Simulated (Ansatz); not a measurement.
Energy needed to pull apart C2H5BSi (SMILES BC=C=[SiH2]), singlet, into free ground-state atoms, from the structure below (displaced at random from a GFN2-xTB minimum); no zero-point or spin–orbit terms; open-shell atoms are treated unrestricted, in their ground-state multiplicity.

```xyz
9
angstrom
B -0.0119 1.5730 -0.7826
C 0.4760 0.2999 -0.9349
C 0.1457 -0.7675 -0.0263
Si -0.3921 -1.4912 1.3098
H 0.2761 2.3933 -1.5744
H -0.7255 1.9826 0.2432
H 1.0172 -0.0066 -1.9193
H -1.6808 -2.2457 1.3260
H 0.6035 -1.8349 2.4656
```

Program: Ansatz 0.2.0. Basis: def2-TZVPP. Cores are frozen in the correlated methods. B3LYP uses VWN-RPA correlation.

```csv
method,atomization energy (kJ/mol)
PBE-D4,3204
r2SCAN-D4,3150
PBE0-D4,?
B3LYP-D4,3143
CAM-B3LYP-D4,3133
wB97M-V,?
HF,2268
MP2,3073
CCSD,2972
CCSD(T),3032
```

**Question.** What does wB97M-V give? (Judge from chemistry; the value comes from the calculation.)

**Answer.** By the calculation: 3126 kJ/mol, which is about 93 kJ/mol more than CCSD(T)/def2-TZVPP.

**Question.** What does PBE0-D4 give? (To be estimated.)

**Answer.** By the calculation: 3137 kJ/mol, which is about 105 kJ/mol more than CCSD(T)/def2-TZVPP.

In triple zeta the MP2 and coupled-cluster atomization energies are still short of their basis limit by a few kcal/mol a bond, whereas those of the functionals are nearly converged, so these differences are not deviations from converged CCSD(T).

The T1 diagnostic stays at or below 0.018. The restricted Hartree–Fock reference is unstable towards an unrestricted one here.

For scale, one of the runs: CCSD(T)/def2-TZVPP forces, 205 basis functions (an equivalent command: `ansatz run in.yaml --threads 8`). The run took 2.4 min on 8 CPU threads (shared host), with 5.8 GiB of host memory at its peak.
